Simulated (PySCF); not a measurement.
Bonding in `CCS(=O)(=O)c1ccccc1`

Species: C8H10O2S.
SMILES with atom numbers: `[CH3:1][CH2:2][S:3](=[O:4])(=[O:5])[c:6]1[cH:7][cH:8][cH:9][cH:10][cH:11]1` (hydrogens: H12, H13, H14 on C1; H15, H16 on C2; H17 on C7; H18 on C8; H19 on C9; H20 on C10; H21 on C11)

Cartesian coordinates in Å at the PBE0-D3(BJ)/def2-SVP level; atoms count from 1:
```
atom  x, y, z in Å
C1     3.5243    0.5604   -0.1498
C2     2.0437    0.5138   -0.4715
S3     1.1057    0.6874    1.0540
O4     1.3528    2.0355    1.5671
O5     1.3859   -0.4940    1.8705
C6    -0.5950    0.5954    0.5298
C7    -1.2127   -0.6524    0.4718
C8    -2.5402   -0.7233    0.0573
C9    -3.2289    0.4420   -0.2822
C10   -2.6000    1.6852   -0.2028
C11   -1.2720    1.7699    0.2091
H12    3.7948   -0.2576    0.5329
H13    4.1170    0.4607   -1.0706
H14    3.7828    1.5137    0.3322
H15    1.7219    1.3368   -1.1268
H16    1.7334   -0.4435   -0.9164
H17   -0.6544   -1.5422    0.7709
H18   -3.0436   -1.6915    0.0090
H19   -4.2715    0.3812   -0.6031
H20   -3.1504    2.5944   -0.4546
H21   -0.7584    2.7289    0.3058
```

Bond orders from the PBE0/pcSseg-1 density (PySCF). Isolated species at its PBE0-D3(BJ)/def2-SVP geometry (one conformer only).

(1) Where do the orders between heavy atoms depart from those drawn in the SMILES?

(2) Set the Mayer orders of the bonds beside their lengths.

Answers

(1) The largest departure is 0.318, at S3–O5 (drawn double, 1.682) and S3–O4 (drawn double, 1.685), counting aromatic bonds as 1.5. Drawn single, order below 0.88: C2–S3 (0.867). Drawn double or triple, more than 0.30 short of the drawn order: S3–O4 (1.685) and S3–O5 (1.682). The bonds drawn aromatic range from 1.37 to 1.43.

(2) 
```tsv
bond	drawn as	length (Å)	Mayer order
C1–C2	single	1.516	1.045
C2–S3	single	1.799	0.867
S3–O4	double	1.463	1.685
S3–O5	double	1.463	1.682
S3–C6	single	1.782	0.897
C6–C7	aromatic	1.394	1.373
C7–C8	aromatic	1.393	1.421
C8–C9	aromatic	1.395	1.427
C9–C10	aromatic	1.395	1.428
C10–C11	aromatic	1.393	1.419
C11–C6	aromatic	1.393	1.376
C1–H12	single	1.099	0.954
C1–H13	single	1.100	0.958
C1–H14	single	1.099	0.954
C2–H15	single	1.100	0.923
C2–H16	single	1.100	0.923
C7–H17	single	1.092	0.958
C8–H18	single	1.092	0.963
C9–H19	single	1.093	0.966
C10–H20	single	1.092	0.963
C11–H21	single	1.092	0.959
```

By pair of heavy elements: C–C: lowest C1–C2 (1.045, 1.516 Å), highest C9–C10 and C8–C9 (1.428, 1.395 Å). C–S: lowest C2–S3 (0.867, 1.799 Å), highest S3–C6 (0.897, 1.782 Å). O–S: all 2 within 0.02 of one another (1.682 to 1.685). Bonds named together lie within 0.004.

**Question.** Sum the orders of all bonds at each heavy atom with more than one neighbour and set the sums beside the valence in the SMILES.

**Answer.** C1 3.911 (drawn 4), C2 3.758 (drawn 4), S3 5.131 (drawn 6), C6 3.646 (drawn 4), C7 3.752 (drawn 4), C8 3.811 (drawn 4), C9 3.821 (drawn 4), C10 3.810 (drawn 4), C11 3.754 (drawn 4). Orders between atoms that aren't bonded are not in these sums.

For a closed shell the Mayer order of atoms A and B is Σ (PS)μν (PS)νμ over the basis functions μ on A and ν on B, with P the density and S the overlap matrix.
